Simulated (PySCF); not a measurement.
# Two-dimensional NMR puzzle

Compound of formula C$_{6}$H$_{13}$BO$_{2}$. Correlations simulated from computed shifts and the bond graph:

HSQC (one-bond C–H):
```
  δH     δC
6.88  168.3
5.55  124.3
3.65   53.0
2.11   36.0
1.04   16.4
```

COSY cross peaks (H two or three bonds apart, from the bond graph; peaks can be absent where the dihedral angle is near 90°):
```
  δH    δH
6.88  5.55
6.88  2.11
2.11  1.04
```

HMBC (two and three bonds, from the bond graph):
```
  δH                  δC
6.88   124.3, 36.0, 16.4
5.55         168.3, 36.0
2.11  168.3, 124.3, 16.4
1.04         168.3, 36.0
```

- coordinates at the PBE0-D3(BJ)/def2-SVP level
- NMR shieldings at B3LYP/pcSseg-1/GIAO
- program: PySCF 2.14.0 with density-fitted response routines
- equivalent nuclei averaged, gas phase, non-relativistic Hamiltonian, one conformer

Scale: ¹H and ¹³C vs TMS (reference shieldings calculated alike).

Exchangeable hydrogens are left out of these lists.

Question: Assemble the structure.

Answer: `CC/C=C/B(OC)OC`.

Structure with atom numbers: `[CH3:1][CH2:2]/[CH:3]=[CH:4]/[B:5]([O:6][CH3:7])[O:8][CH3:9]`. Hydrogens are named by the atom that carries them.

1. δC 168.3 is C3, an alkene CH (δH 6.88).
2. δC 124.3 is C4, an alkene CH (δH 5.55).
3. δC 53.0 is C7/C9, a methyl carbon bonded to O (δH 3.65).
4. δC 36.0 is C2, an allylic sp3 CH2 (δH 2.11).
5. δC 16.4 is C1, a methyl carbon (δH 1.04).
6. COSY links 6.88–5.55, 6.88–2.11, 2.11–1.04.

The shifts were computed for this structure.

A carbon bonded to boron is broadened by the quadrupolar boron nucleus and is often missing from a measured spectrum. Shifts are as computed. Against solution values, carbons near 30 ppm lie about +2 ppm off and those near 130 ppm about +6 ppm. Of 1211 compounds with measured shifts, 218 miss one by over three times the rms of a fit or turn the order of signals round; such compounds aren't used in these exercises.
